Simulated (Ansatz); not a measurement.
Ansatz (a first-principles code) input (HF/3-21G): The .json file is the Basis Set Exchange's 3-21G.

Ansatz 0.2 input:
```yaml
crystal:
  periodic: [false, false, false]
  atoms:
    - {symbol: Si, position_ang: [-1.57618200, -0.02765200, 0.53235000]}
    - {symbol: Ge, position_ang: [0.64526000, 0.05102900, -0.21223400]}
    - {symbol: H, position_ang: [-1.72713900, -1.41593400, -0.07183300]}
    - {symbol: H, position_ang: [1.60070700, -1.13683600, -0.49696900]}
    - {symbol: H, position_ang: [1.54466100, 1.30695900, -0.09259600]}
basis:
  gaussian:
    orbitals: 3-21G.json
hamiltonian:
  xc: {name: HF}
magnetization: {spin_polarized: true, initial_magnetization: 1}
relax: {f_tol: 0.003, max_steps: 120}
```

From the output:

```
431 factors; integrals over basis functions are off by at most 4.1e-4 eV
mean field: 0.12 GiB planned
mean field -64066.82903735 eV, -2354.4125410663 hartree, gradient 7.1e-5 eV, S^2 1.045250; 0 other end points of the search recorded, 0 dependent functions left out
the calculation of the forces begins
reference -64066.82903735 eV, -2354.4125410663 hartree; 25, 24 occupied and 17, 18 virtual orbitals, 431 factors
relax step   3: F+E_penalty+E_count = -64066.82903735 eV  Δ(F+E_penalty+E_count) = -4.547e-2 eV  max|allowed force component| = 2.365e-1 eV/Å  Δτ_max = 0.0601 Å  (32 SCF iters, accepted)
these checks for a lower state are left out or cut short: starts, cluster_reference, orbital_swaps, neighbouring_geometries, increment
integrals: 0.00 GiB planned
431 factors; integrals over basis functions are off by at most 4.1e-4 eV
mean field: 0.12 GiB planned
mean field -64066.84388409 eV, -2354.4130866739 hartree, gradient 9.6e-6 eV, S^2 1.067371; 0 other end points of the search recorded, 0 dependent functions left out
the calculation of the forces begins
reference -64066.84388409 eV, -2354.4130866739 hartree; 25, 24 occupied and 17, 18 virtual orbitals, 431 factors
relax step   4: F+E_penalty+E_count = -64066.84388409 eV  Δ(F+E_penalty+E_count) = -1.485e-2 eV  max|allowed force component| = 1.180e-1 eV/Å  Δτ_max = 0.0617 Å  (36 SCF iters, accepted)
these checks for a lower state are left out or cut short: starts, cluster_reference, orbital_swaps, neighbouring_geometries, increment
integrals: 0.00 GiB planned
431 factors; integrals over basis functions are off by at most 4.0e-4 eV
mean field: 0.12 GiB planned
mean field -64066.84725159 eV, -2354.4132104273 hartree, gradient 1.9e-5 eV, S^2 1.089137; 0 other end points of the search recorded, 0 dependent functions left out
the calculation of the forces begins
reference -64066.84725159 eV, -2354.4132104273 hartree; 25, 24 occupied and 17, 18 virtual orbitals, 431 factors
relax step   5: F+E_penalty+E_count = -64066.84725159 eV  Δ(F+E_penalty+E_count) = -3.368e-3 eV  max|allowed force component| = 6.630e-2 eV/Å  Δτ_max = 0.0339 Å  (34 SCF iters, accepted)
these checks for a lower state are left out or cut short: starts, cluster_reference, orbital_swaps, neighbouring_geometries, increment
integrals: 0.00 GiB planned
431 factors; integrals over basis functions are off by at most 4.0e-4 eV
mean field: 0.12 GiB planned
mean field -64066.84861308 eV, -2354.4132604610 hartree, gradient 2.3e-5 eV, S^2 1.101303; 0 other end points of the search recorded, 0 dependent functions left out
the calculation of the forces begins
reference -64066.84861308 eV, -2354.4132604610 hartree; 25, 24 occupied and 17, 18 virtual orbitals, 431 factors
relax step   6: F+E_penalty+E_count = -64066.84861308 eV  Δ(F+E_penalty+E_count) = -1.361e-3 eV  max|allowed force component| = 7.049e-2 eV/Å  Δτ_max = 0.0629 Å  (33 SCF iters, accepted)
these checks for a lower state are left out or cut short: starts, cluster_reference, orbital_swaps, neighbouring_geometries, increment
integrals: 0.00 GiB planned
431 factors; integrals over basis functions are off by at most 4.0e-4 eV
mean field: 0.12 GiB planned
mean field evaluation 96: about -64066.8496 eV, gradient 2.0e-2 eV
mean field -64066.84961687 eV, -2354.4132973495 hartree, gradient 5.3e-5 eV, S^2 1.100471; 0 other end points of the search recorded, 0 dependent functions left out
the calculation of the forces begins
reference -64066.84961687 eV, -2354.4132973495 hartree; 25, 24 occupied and 17, 18 virtual orbitals, 431 factors
relax step   7: F+E_penalty+E_count = -64066.84961687 eV  Δ(F+E_penalty+E_count) = -1.004e-3 eV  max|allowed force component| = 2.541e-2 eV/Å  Δτ_max = 0.0217 Å  (31 SCF iters, accepted)
these checks for a lower state are left out or cut short: starts, cluster_reference, orbital_swaps, neighbouring_geometries, increment
integrals: 0.00 GiB planned
431 factors; integrals over basis functions are off by at most 4.0e-4 eV
mean field: 0.12 GiB planned
mean field -64066.84971827 eV, -2354.4133010759 hartree, gradient 4.9e-5 eV, S^2 1.100028; 0 other end points of the search recorded, 0 dependent functions left out
the calculation of the forces begins
reference -64066.84971827 eV, -2354.4133010759 hartree; 25, 24 occupied and 17, 18 virtual orbitals, 431 factors
relax step   8: F+E_penalty+E_count = -64066.84971827 eV  Δ(F+E_penalty+E_count) = -1.014e-4 eV  max|allowed force component| = 5.460e-3 eV/Å  Δτ_max = 0.0055 Å  (34 SCF iters, accepted)
these checks for a lower state are left out or cut short: starts, cluster_reference, orbital_swaps, neighbouring_geometries, increment
integrals: 0.00 GiB planned
431 factors; integrals over basis functions are off by at most 4.0e-4 eV
mean field: 0.12 GiB planned
mean field -64066.84972199 eV, -2354.4133012128 hartree, gradient 3.3e-5 eV, S^2 1.100710; 0 other end points of the search recorded, 0 dependent functions left out
the calculation of the forces begins
reference -64066.84972199 eV, -2354.4133012128 hartree; 25, 24 occupied and 17, 18 virtual orbitals, 431 factors
relax step   9: F+E_penalty+E_count = -64066.84972199 eV  Δ(F+E_penalty+E_count) = -3.724e-6 eV  max|allowed force component| = 1.549e-3 eV/Å  Δτ_max = 0.0011 Å  (25 SCF iters, accepted)
integrals: 0.00 GiB planned
431 factors; integrals over basis functions are off by at most 4.0e-4 eV
mean field: 0.12 GiB planned
mean field evaluation 128: about -64066.4266 eV, gradient 1.4e0 eV
mean field evaluation 160: about -64064.8540 eV, gradient 2.1e0 eV
mean field -64066.84972199 eV, -2354.4133012128 hartree, gradient 3.3e-5 eV, S^2 1.100710; 2 other end points of the search recorded, 0 dependent functions left out
the calculation of the forces begins
reference -64066.84972199 eV, -2354.4133012128 hartree; 25, 24 occupied and 17, 18 virtual orbitals, 431 factors
Total energy: -64066.84972199 eV, -2354.4133012128 hartree
Atom 0 at    -1.484167    -0.104517     0.562265 Å, force    -0.000675     0.000540     0.001229 eV/Å
Atom 1 at     0.712459     0.092470    -0.400045 Å, force     0.000932     0.000153    -0.000827 eV/Å
Atom 2 at    -1.918977    -1.419052    -0.059626 Å, force     0.001393     0.000560    -0.000652 eV/Å
Atom 3 at     1.646361    -1.133991    -0.413051 Å, force    -0.000100    -0.000933     0.000185 eV/Å
Atom 4 at     1.531631     1.342656    -0.030824 Å, force    -0.001549    -0.000320     0.000065 eV/Å
Dipole moment:     0.030101    -0.040589    -0.077003 e Å
```

The geometry given is a B3LYP-D3(BJ)/def2-TZVP minimum.

The determinant is spin-contaminated: <S^2> is 1.10 against 0.75 for a pure state.
